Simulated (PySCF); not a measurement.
Excitation energy of W²⁺ by level of theory

W²⁺ [Xe] 4f14 5d4 (5D) → W²⁺ [Xe] 4f14 5d3 6s1, s spin flipped, as a difference of total energies. Computed with PySCF 2.14 in def2-TZVPPD with the def2 core potential (60 electrons), with a scalar-relativistic core potential. Correlated levels: valence: 5s2 5p6 frozen; valence and next inner shell: nothing frozen outside the core potential. The calculations carry no spin-orbit coupling.

| method | excitation energy (cm⁻¹) |
| --- | --- |
| UHF | 22827 |
| LDA | 19526 |
| PBE | 21180 |
| PBE0 | 22126 |
| r2SCAN | 23737 |
| TPSSh | 21639 |
| B97-3 | 17318 |
| LC-wPBE | 22487 |
| wB97X | 15613 |
| MP2 (valence) | 20908 |
| SCS-MP2 (valence) | 17227 |
| MP2 (valence and next inner shell) | 20154 |
| SCS-MP2 (valence and next inner shell) | 17937 |

The upper determinant mixes two multiplicities, so it lies between the two terms.
